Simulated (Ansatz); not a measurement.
A structure relaxed at PBE0-D4/def2-TZVP, charge 0, multiplicity 1:

```xyz
11

C    -0.628   -2.283   -1.908
C    -0.703   -1.654   -0.884
N    -0.830   -0.938    0.235
As   -1.125    0.914    0.077
Si    1.082    1.634    0.609
H    -0.572   -2.854   -2.803
H    -0.264   -1.254    1.010
H    -1.586    1.084    1.522
H     1.631    0.823    1.730
H     1.944    1.459   -0.587
H     1.053    3.069    1.000
```

Problem. Give its formula and SMILES.

Solution. C2H6AsNSi, `C#CN[AsH][SiH3]`.

Problem. Summarise the bond lengths by kind.

Solution. 1 × C–C 1.204 Å; 1 × C–H 1.062 Å; 1 × C–N 1.335 Å; 1 × As–N 1.882 Å; 1 × H–N 1.010 Å; 1 × As–Si 2.382 Å; 1 × As–H 1.526 Å; 3 × H–Si 1.484 to 1.489 Å.

All numbers were calculated with Ansatz.
